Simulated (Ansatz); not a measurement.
`FC[SiH2]CF` → `C[SiH2]C(F)F`  (isomerisation)

Program: Ansatz. Geometries: PBE0-D4/def2-TZVP. ΔE: electronic, gas phase. CCSD(T)/CBS is the MP2 limit (def2-TZVPP, def2-QZVPP) plus CCSD(T) − MP2 in def2-TZVPP, frozen cores. Functionals use def2-TZVPP. B3LYP here is the variant with VWN-RPA as its local correlation; programs differ in this. One conformer a species, not always the lowest.

| level | ΔE (kJ/mol) | difference from CCSD(T)/CBS |
| --- | --- | --- |
| r2SCAN-D4 | -61.3 | -5.2 |
| B3LYP-D4 | -53.4 | 2.7 |
| ωB97X-V | -56.5 | -0.4 |
| ωB97M-V | -57.7 | -1.6 |
| PBE | -56.9 | -0.8 |
| r2SCAN | -61.3 | -5.2 |
| B3LYP | -53.2 | 2.9 |
| HF/def2-TZVPP | -53.9 | 2.2 |
| MP2/def2-TZVPP | -60.2 | -4.1 |
| CCSD/def2-TZVPP | -56.3 | -0.2 |
| CCSD(T)/def2-TZVPP | -57.5 | -1.4 |
| HF/def2-QZVPP | -53.7 | 2.4 |
| MP2/def2-QZVPP | -59.3 | -3.2 |
| SCS-MP2/def2-QZVPP | -55.5 | 0.6 |
| HF/CBS(def2) | -53.7 | 2.4 |
| CCSD/CBS(def2) | -55.0 | 1.1 |
| CCSD(T)/CBS | -56.1 | 0 |

Largest T1 diagnostic among the species: 0.012.

In def2-TZVPP, CCSD(T) changes the Hartree–Fock value by −3.5 kJ/mol (the triples alone add −1.1 kJ/mol) and MP2 by −6.2 kJ/mol.
